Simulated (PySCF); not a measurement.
Cl2Te, triplet, at a GFN2-xTB geometry (a higher spin typed on purpose: for a closed-shell molecule this is an excited state) (all electrons, no relativity); PySCF with BLYP/STO-3G.

Input for PySCF:
```python
from pyscf import gto, scf, dft

mol = gto.Mole()
mol.atom = '''
    Te   -0.06824556   -0.05189516    0.73922318
    Cl    1.14915592    1.35509134   -1.20072069
    Cl   -0.94040481   -1.19635319   -1.06043255
'''
mol.basis = 'sto-3g'
mol.spin = 2
mol.verbose = 4
mol.build()

mf = dft.UKS(mol)
mf.xc = 'blyp'
mf.kernel()
mf.analyze()
```

It wrote (shortened):

```
PySCF version 2.14.0

[INPUT] verbose = 4
[INPUT] num. atoms = 3
[INPUT] num. electrons = 86
[INPUT] charge = 0
[INPUT] spin (= nelec alpha-beta = 2S) = 2
[INPUT] symmetry False subgroup None
[INPUT] Mole.unit = angstrom
[INPUT] Symbol           X                Y                Z      unit          X                Y                Z       unit  Magmom
[...]
nuclear repulsion = 423.384046738614
number of shells = 21
number of NR pGTOs = 135
number of NR cGTOs = 45
basis = sto-3g
ecp = {}

******** <class 'pyscf.dft.uks.UKS'> ********
method = UKS
initial guess = minao
damping factor = 0
level_shift factor = 0
DIIS = <class 'pyscf.scf.diis.CDIIS'>
diis_start_cycle = 1
diis_space = 8
diis_damp = 0
SCF conv_tol = 1e-09
SCF conv_tol_grad = None
SCF max_cycles = 50
direct_scf = True
direct_scf_tol = 1e-13
number electrons alpha = 44  beta = 42
XC library pyscf.dft.libxc version 7.1.2
    S. Lehtola, C. Steigemann, M. J. T. Oliveira, and M. A. L. Marques,  SoftwareX 7, 1–5 (2018)
XC functionals = blyp
    A. D. Becke,  Phys. Rev. A 38, 3098 (1988)
    C. Lee, W. Yang, and R. G. Parr,  Phys. Rev. B 37, 785 (1988)
    B. Miehlich, A. Savin, H. Stoll, and H. Preuss,  Chem. Phys. Lett. 157, 200 (1989)
radial grids:
    Treutler-Ahlrichs [JCP 102, 346 (1995); DOI:10.1063/1.469408] (M4) radial grids

becke partition: Becke, JCP 88, 2547 (1988); DOI:10.1063/1.454033
pruning grids: <function nwchem_prune>
grids dens level: 3
symmetrized grids: False
atomic radii adjust function: <function treutler_atomic_radii_adjust>
small_rho_cutoff = 0
Set gradient conv threshold to 3.16228e-05
tot grids = 59720
init E= -7439.30095461452

cycle= 1 E= -7459.30830113513  delta_E=  -20  |g|= 0.19  |ddm|= 2.11

cycle= 2 E= -7459.21195858868  delta_E= 0.0963  |g|= 0.26  |ddm|= 1.42

cycle= 3 E= -7459.23266189485  delta_E= -0.0207  |g|= 0.261  |ddm|= 1.65

cycle= 4 E= -7459.34769138023  delta_E= -0.115  |g|= 0.0498  |ddm|= 0.85

cycle= 5 E= -7459.3503955918  delta_E= -0.0027  |g|= 0.0261  |ddm|= 0.113

cycle= 6 E= -7459.35161497832  delta_E= -0.00122  |g|= 0.00506  |ddm|= 0.127

cycle= 7 E= -7459.35166734945  delta_E= -5.24e-05  |g|= 0.000852  |ddm|= 0.0268

cycle= 8 E= -7459.35166879628  delta_E= -1.45e-06  |g|= 7.49e-05  |ddm|= 0.00336

cycle= 9 E= -7459.35166880731  delta_E= -1.1e-08  |g|= 2.88e-06  |ddm|= 0.000303

cycle= 10 E= -7459.3516688073  delta_E= 1e-11  |g|= 6.64e-07  |ddm|= 1.6e-05

Extra cycle  E= -7459.3516688073  delta_E= -4.55e-12  |g|= 3.62e-06  |ddm|= 1.87e-05
converged SCF energy = -7459.3516688073  <S^2> = 2.0012628  2S+1 = 3.0008418
**** SCF Summaries ****
Total Energy =                       -7459.351668807301394
Nuclear Repulsion Energy =             423.384046738614416
One-electron Energy =               -11133.300610390713700
Two-electron Energy =                 3250.564894844797436
Two-electron Coulomb Energy =         3478.146014048859797
DFT Exchange-Correlation Energy =     -227.581119204062190
**** MO energy ****
                             alpha | beta                alpha | beta
[...]
To work with the spin densities directly, `use mulliken_meta_spin()` only printing them here.

 ** Mulliken spin pop alpha/beta on meta-lowdin orthogonal AOs **
 ** Mulliken Spin Density (per AO)  **
spin_pop of  0 Te 1s        0.00000
spin_pop of  0 Te 2s        0.00000
spin_pop of  0 Te 3s        0.00000
spin_pop of  0 Te 4s        0.00001
spin_pop of  0 Te 5s        0.00814
spin_pop of  0 Te 2px       0.00000
spin_pop of  0 Te 2py       0.00000
spin_pop of  0 Te 2pz       0.00000
spin_pop of  0 Te 3px       0.00002
spin_pop of  0 Te 3py       0.00002
spin_pop of  0 Te 3pz       0.00000
spin_pop of  0 Te 4px       0.00042
spin_pop of  0 Te 4py       0.00040
spin_pop of  0 Te 4pz       0.00003
spin_pop of  0 Te 5px       0.59429
spin_pop of  0 Te 5py       0.57073
spin_pop of  0 Te 5pz       0.04461
spin_pop of  0 Te 3dxy     -0.00000
spin_pop of  0 Te 3dyz      0.00000
spin_pop of  0 Te 3dz^2    -0.00000
spin_pop of  0 Te 3dxz      0.00000
spin_pop of  0 Te 3dx2-y2    0.00000
spin_pop of  0 Te 4dxy     -0.00000
spin_pop of  0 Te 4dyz      0.00014
spin_pop of  0 Te 4dz^2    -0.00001
spin_pop of  0 Te 4dxz      0.00010
spin_pop of  0 Te 4dx2-y2    0.00000
spin_pop of  1 Cl 1s        0.00000
spin_pop of  1 Cl 2s        0.00002
spin_pop of  1 Cl 3s        0.00445
spin_pop of  1 Cl 2px       0.00006
spin_pop of  1 Cl 2py       0.00006
spin_pop of  1 Cl 2pz       0.00011
spin_pop of  1 Cl 3px       0.20157
spin_pop of  1 Cl 3py       0.16307
spin_pop of  1 Cl 3pz       0.24722
spin_pop of  2 Cl 1s        0.00000
spin_pop of  2 Cl 2s        0.00001
spin_pop of  2 Cl 3s        0.00255
spin_pop of  2 Cl 2px       0.00002
spin_pop of  2 Cl 2py       0.00001
spin_pop of  2 Cl 2pz       0.00004
spin_pop of  2 Cl 3px       0.06774
spin_pop of  2 Cl 3py       0.04015
spin_pop of  2 Cl 3pz       0.05402
 ** Mulliken Spin Density (per atom)  **
spin density of  0 Te =      1.21890
spin density of  1 Cl =      0.61655
spin density of  2 Cl =      0.16455
 ** Mulliken pop alpha/beta on meta-lowdin orthogonal AOs **
 ** Mulliken pop       alpha | beta **
In total            44.00000 | 42.00000
 ** Mulliken atomic charges   ( Nelec_alpha | Nelec_beta ) **
charge of  0Te =      0.39196  (    26.41347     25.19457 )
charge of  1Cl =     -0.23424  (     8.92539      8.30885 )
charge of  2Cl =     -0.15772  (     8.66113      8.49658 )
Dipole moment(X, Y, Z, Debye): -0.75709, -0.81969,  2.49857
```
